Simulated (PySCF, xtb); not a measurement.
CH6GeOSi, SMILES [GeH2]1[SiH2]O[CH2]1.

Harmonic wavenumbers (cm⁻¹) from GFN2-xTB run with xtb 6.7.1 at its own minimum, in rising order: 130, 253, 326, 390, 406, 488, 500, 562, 606, 675, 735, 766, 825, 865, 1016, 1144, 1220, 1467, 1800, 1892, 2264, 2269, 2917, 2939.

Problem. What does TPSSh-D3(BJ)/def2-SVP (PySCF 2.14.0) give at its own minimum? (The exact figures need the calculation; the answer reports its results.)

Solution. 84, 320, 347, 378, 446, 579, 588, 633, 674, 762, 811, 832, 875, 988, 1026, 1195, 1249, 1478, 2134, 2147, 2241, 2244, 3039, 3100. Paired by order, the mean absolute difference is 80 cm⁻¹ and the zero-point energies are 37.8 and 40.3 kcal/mol.
